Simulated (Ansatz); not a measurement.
`C[SiH](F)[SiH2]S`. Total charge 0; spin multiplicity 1.

```tsv
atom	x (Å)	y (Å)	z (Å)
C1	-0.7797	-1.7604	0.1258
Si2	-0.3171	-0.3938	-1.0438
F3	0.8899	-0.8917	-1.9831
Si4	0.3716	1.5372	0.1008
S5	1.7897	0.8819	1.5701
H6	-1.6256	-1.4501	0.7458
H7	0.0510	-2.0108	0.7892
H8	-1.0701	-2.6587	-0.4243
H9	-1.4559	-0.0584	-1.9425
H10	0.9714	2.5444	-0.8155
H11	-0.8079	2.1669	0.7590
H12	1.9828	2.0936	2.1185
```

**Question.** Give the diagnostics of a CCSD(T)/def2-TZVPP run (frozen core, Ansatz). (An estimate is asked.)

**Answer.** The calculation gave: T1 = 0.0116, largest single amplitude 0.013, largest double 0.021, (T) share of the correlation energy 3.5 %, 9 CCSD cycles. The RHF solution is stable towards an unrestricted one. T1 lies under the customary mark of 0.02 for closed shells.
